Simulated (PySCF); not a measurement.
# A survey of ¹⁵N NMR shifts

[PySCF 2.14.0 with density-fitted response routines: GIAO PBE0/pcSseg-1 shieldings; GFN2-xTB geometry; no relativistic terms; equivalent nuclei averaged; in vacuum; single conformer]

Shieldings were converted by a linear fit to measured shifts: ¹⁵N (scatter 6.3 ppm rms vs CH3NO2, solution or neat liquid). Occasional misses reach two or three times the rms, and more in compound classes unlike the fitted ones.

**Question.** Give the ¹⁵N shifts of `C/C(C#N)=N/[SiH2]CC(=O)O`, `CS(=O)(=O)c1cnsn1`.

**Answer.** 
| compound | environment | δ (ppm) |
| --- | --- | --- |
| [CH3:1]/[C:2]([C:3]#[N:4])=[N:5]/[SiH2:6][CH2:7][C:8](=[O:9])[OH:10] | N5: imine nitrogen | -6.1 |
| [CH3:1]/[C:2]([C:3]#[N:4])=[N:5]/[SiH2:6][CH2:7][C:8](=[O:9])[OH:10] | N4: nitrile nitrogen | -107.7 |
| [CH3:1][S:2](=[O:3])(=[O:4])[c:5]1[cH:6][n:7][s:8][n:9]1 | N7: pyridine-type nitrogen of an azole | -19.8 |
| [CH3:1][S:2](=[O:3])(=[O:4])[c:5]1[cH:6][n:7][s:8][n:9]1 | N9: pyridine-type nitrogen of an azole | -35.5 |

**Question.** Order these by ¹⁵N shift, lowest first.
A. N#CC=C=C[SiH](Cl)Cl
B. C=C[SiH2][Si@H](N)F
C. CS/C=C(\C)C[SiH2]CC#N

**Answer.** B (-373.4 ppm, nitrogen bonded to Si, 2 H), C (-123.4 ppm, nitrile nitrogen), A (-91.9 ppm, nitrile nitrogen).
